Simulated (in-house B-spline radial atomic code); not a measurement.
V⁸⁺. Computed with a B-spline radial atomic code. Model: all-electron spherical atom, spin shells full or empty, radial basis limit, no spin-orbit coupling, Breit or QED, empty-state partial waves extrapolated as (l+1/2)^-4, RPA, G0W0 and static COHSEX of the highest shell as one setting changes (uncorrelated shells keep exact exchange).

Given: element V; charge 8; filled core Ne; hamiltonian one-electron scalar X2C; mean-field start PBE0; highest l of empty states 9; nuclear rms radius 3.6002 fm; highest mean-field shell 3p up.

Shell: 3s 1 1, 3p 3 0 (electrons up and down).

| natural log step of frequency grid | RPA correlation energy (hartree) | G0W0 level (eV) | G0W0 minus most complete (meV) | RPA minus most complete (millihartree) | linearised minus solved G0W0 (meV) |
| --- | --- | --- | --- | --- | --- |
| 0.25 | -0.97108 | -204.64 | 0 | 0 | -8.8 |
| 0.4 | -0.97108 | -204.64 | -0.1 | 0 | -8.8 |
| 0.6 | ? | ? | ? | ? | ? |
| 0.9 | -0.97112 | -204.64 | -0.3 | 0 | -8.9 |
| 1.3 | -0.97198 | -204.65 | -10 | -0.9 | -10.5 |
| 1.8 | -0.96789 | -204.58 | 57.9 | 3.2 | -1.7 |
| 2.5 | ? | ? | ? | ? | ? |
| 3.5 | -0.90238 | -204.53 | 105.1 | 68.7 | -1.3 |

Task: What follows for natural log step of frequency grid = 0.6?

Result: RPA correlation energy -0.97108 hartree; G0W0 level -204.64 eV; G0W0 minus most complete -0.1 meV; RPA minus most complete 0 millihartree; linearised minus solved G0W0 -8.8 meV.

Task: What follows for natural log step of frequency grid = 2.5?

Result: RPA correlation energy -0.93445 hartree; G0W0 level -204.5 eV; G0W0 minus most complete 140.9 meV; RPA minus most complete 36.6 millihartree; linearised minus solved G0W0 1.8 meV.
